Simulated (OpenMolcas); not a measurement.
# Levels of P³⁺ by method

```yaml
Program: OpenMolcas 26.06
Basis: ANO-RCC-VQZP [6s5p3d2f1g]
Scalar_Hamiltonian: DKH2, point nucleus
Active_space: 2 electrons in 8 orbitals (3s 3p 4s 4p)
State_averaging: 2S+1 = 3 even, 3 roots; 2S+1 = 1 even, 7 roots; 2S+1 = 3 odd, 3 roots; 2S+1 = 1 odd, 3 roots
Spin-orbit_coupling: state interaction with AMFI integrals over the reference wave functions, term energies averaged over their components
```

Methods on the same reference wave functions:
A. CASSCF
B. SS-CASPT2, IPEA 0.25 Eh, imaginary shift 0.1 Eh (closed shells correlated: 2s 2p)
C. MS-CASPT2, IPEA 0.25 Eh, imaginary shift 0.1 Eh (closed shells correlated: 2s 2p)

Energies in cm-1 above 3s2 1S0, the measured ground level; measured values from Martin, Zalubas and Musgrove, J. Phys. Chem. Ref. Data 14, 751 (1985).

```json
{"Level": "3s2 1S0", "A": "0.0", "B": "0.0", "C": "0.0", "Measured": "0.0"}
{"Level": "3s 3p 3P* 0", "A": "67685", "B": "67485", "C": "67547", "Measured": "67918"}
{"Level": "3s 3p 3P* 1", "A": "67883", "B": "67683", "C": "67745", "Measured": "68146"}
{"Level": "3s 3p 3P* 2", "A": "68283", "B": "68083", "C": "68146", "Measured": "68615"}
{"Level": "3s 3p 1P* 1", "A": "117194", "B": "107211", "C": "107273", "Measured": ""}
{"Level": "3p2 3P0", "A": "165895", "B": "165275", "C": "165337", "Measured": "164941"}
{"Level": "3p2 3P1", "A": "166096", "B": "165479", "C": "165541", "Measured": "165185"}
{"Level": "3p2 3P2", "A": "166480", "B": "165955", "C": "166017", "Measured": "165654"}
{"Level": "3p2 1D2", "A": "179406", "B": "164993", "C": "165055", "Measured": "158142"}
```

Deviations, from unrounded energies. A percentage is the sum of absolute deviations over the sum of measured energies, with the sign that they share, or ± where signs differ.

| Against measurement | Levels | A | B | C |
| --- | --- | --- | --- | --- |
| mean absolute deviation (cm-1) | 7 | 3500 | 1300 | 1300 |
| other configurations (%) | 7 | ±2.9 | ±1.1 | ±1.1 |

B, C lie about equally close to measurement and A furthest from it. The largest miss of B in the table is 3p2 1D2, by +6900 cm-1. The ranking rests on the paired levels alone, and a cruder setting can come out closer through cancelling errors.

Between B and C the level of the table that moves most is 3p2 1D2, by 62 cm-1 (lowest in B, highest in C).

The lowest spin-free term lies below A's lowest term by 0.044 hartree in B, 0.044 hartree in C.

Over all roots computed the reference weight is 0.90 to 1.00 in B, 0.90 to 1.00 in C; the roots of lowest weight are the least certain, and an intruder state may touch them. Active for correlation alone: 4p 4s; no level in the range computed is led by a configuration that fills them, so any true level of that kind is missing. The ¹D term of p² mixes with s d, which this space lacks. Some levels mix across a computed gap that differs much from the measured one, so their mixing is not that of the real levels (holds for B; C). Computed and measured levels are paired by configuration, term and J; levels that our copy of the source lacks, or whose pairing is in doubt (as where it misses far off the trend of its configuration), stay unpaired and out of the deviations. Levels of configurations outside the active space are missing. Levels that lie high or do not pair safely by name in every column are left out.

* marks odd parity.
